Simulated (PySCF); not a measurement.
Computed shifts of a molecule C4H5NSi, PBE0/pcSseg-1 in PySCF, GIAO, gas phase, atoms alike by connectivity averaged where their shifts nearly agree, in ppm (number of nuclei): ¹⁵N: 325.1 (1). ¹³C: 180.0 (1), 128.2 (1), 121.3 (1), 19.2 (1). ²⁹Si: -22.2 (1). ¹H: 7.83 (1), 5.49 (2), 2.21 (2). References: ¹⁵N against NH3 (σ = 267.4 ppm); ¹³C against TMS (σ = 186.3 ppm); ²⁹Si against TMS (σ = 352.7 ppm); ¹H against TMS (σ = 31.56 ppm), references at their B3LYP-D3(BJ)/def2-TZVP geometries, non-relativistic. Coordinates come from a ωB97X-D3(BJ)/def2-SVP optimisation. The values are those of a single conformer.

**Question.** Pick the molecule that these values belong to.
A. C#C[Si@H]1C=NC1
B. C#CC1=NC[SiH2]1
C. N#CC1=CC[SiH2]1
D. N#C[C@@H]1C=C[SiH2]1

**Answer.** C, N#CC1=CC[SiH2]1
